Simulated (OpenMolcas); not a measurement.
# N+: effect of the basis set

- Program: OpenMolcas 26.06
- Method: RASSCF
- Active space: 4 electrons in 9 orbitals (RAS2 2s 2p; RAS3 3d, at most 2 electrons)
- State averaging: 2S+1 = 3 even, 6 roots; 2S+1 = 1 even, 11 roots; 2S+1 = 5 odd, 1 root; 2S+1 = 3 odd, 9 roots; 2S+1 = 1 odd, 8 roots
- Spin-orbit coupling: RASSI with atomic mean-field integrals over the reference wave functions, term energies averaged over their components

A. ANO-RCC-VTZP [4s3p2d1f], DKH2, point nucleus; cost roughly 40 core-seconds
B. ANO-R2 [4s4p2d1f], X2C, finite nucleus; cost roughly 40 core-seconds
C. ANO-RCC-VQZP [5s4p3d2f1g], DKH2, point nucleus; cost roughly 25 core-seconds
D. ANO-RCC [8s7p4d3f2g], DKH2, point nucleus; cost about 28 core-seconds

Energies in eV above 2s² 2p² ³P₀, the measured ground level; measured values from NIST Handbook of Basic Atomic Spectroscopic Data.

```json
{"Level": "2s² 2p² ³P₀", "A": "0.0000", "B": "0.0000", "C": "0.0000", "D": "0.0000", "Measured": "0.0000"}
{"Level": "2s² 2p² ³P₁", "A": "0.0054", "B": "0.0054", "C": "0.0055", "D": "0.0055", "Measured": "0.0060"}
{"Level": "2s² 2p² ³P₂", "A": "0.0161", "B": "0.0161", "C": "0.0163", "D": "0.0163", "Measured": "0.0162"}
{"Level": "2s² 2p² ¹D₂", "A": "2.1739", "B": "2.1694", "C": "2.1724", "D": "2.1722", "Measured": "1.8990"}
{"Level": "2s² 2p² ¹S₀", "A": "4.5321", "B": "4.5244", "C": "4.5289", "D": "4.5280", "Measured": "4.0529"}
{"Level": "2s 2p³ ⁵S°₂", "A": "5.3134", "B": "5.3232", "C": "5.3128", "D": "5.3123", "Measured": "5.8005"}
{"Level": "2s 2p³ ³D°₁", "A": "11.6448", "B": "11.6428", "C": "11.6379", "D": "11.6380", "Measured": "11.4377"}
{"Level": "2s 2p³ ³D°₂", "A": "11.6448", "B": "11.6428", "C": "11.6380", "D": "11.6381", "Measured": "11.4375"}
{"Level": "2s 2p³ ³D°₃", "A": "11.6449", "B": "11.6430", "C": "11.6381", "D": "11.6382", "Measured": "11.4359"}
{"Level": "2s 2p³ ³P°₀", "A": "14.1232", "B": "14.1162", "C": "14.1124", "D": "14.1122", "Measured": "13.5420"}
{"Level": "2s 2p³ ³P°₁", "A": "14.1232", "B": "14.1162", "C": "14.1125", "D": "14.1122", "Measured": "13.5411"}
{"Level": "2s 2p³ ³P°₂", "A": "14.1232", "B": "14.1162", "C": "14.1125", "D": "14.1123", "Measured": "13.5412"}
{"Level": "2s 2p³ ¹D°₂", "A": "18.6237", "B": "18.6098", "C": "18.6050", "D": "18.6080", "Measured": "17.8770"}
{"Level": "2s 2p³ ³S°₁", "A": "19.9659", "B": "19.9474", "C": "19.9486", "D": "19.9520", "Measured": "19.2333"}
{"Level": "2s 2p³ ¹P°₁", "A": "21.4585", "B": "21.4382", "C": "21.4400", "D": "21.4411", "Measured": "20.6763"}
```

Deviations, from unrounded energies. A percentage is the sum of absolute deviations over the sum of measured energies, with the sign that they share, or ± where signs differ.

| Against measurement | Levels | A | B | C | D |
| --- | --- | --- | --- | --- | --- |
| mean absolute deviation (cm-1) | 14 | 3400 | 3300 | 3300 | 3300 |
| fine structure of the ground term (%) | 2 | -3.5 | -3.4 | ±2.8 | ±2.7 |
| other terms of the ground configuration (%) | 2 | +12.7 | +12.5 | +12.6 | +12.6 |
| other configurations (%) | 10 | ±3.7 | ±3.6 | ±3.6 | ±3.6 |

A, B, C, D lie about equally close to measurement. The largest miss of C in the table is 2s 2p³ ¹P°₁, by +6200 cm-1. The ranking rests on the paired levels alone, and a cruder setting can come out closer through cancelling errors.

Among A to D the level of the table that moves most is 2s 2p³ ¹P°₁, by 160 cm-1 (lowest in B, highest in A).

Without dynamic correlation excited terms often stand tens of per cent too high (terms of higher spin than the ground term too low), and those without a measured partner can miss by more than the paired ones. Active for correlation alone: 3d; no level in the range computed is led by a configuration that fills it, so any true level of that kind is missing. Measured partners are found by configuration, term and J. A level has none where our copy of the source lacks it or the pairing is in doubt (some pairs that miss far off the trend of their configuration count as doubtful), and it then counts in no deviation. Only configurations of the active space appear. Levels that lie high or do not pair safely by name in every column are left out.

° marks odd parity.
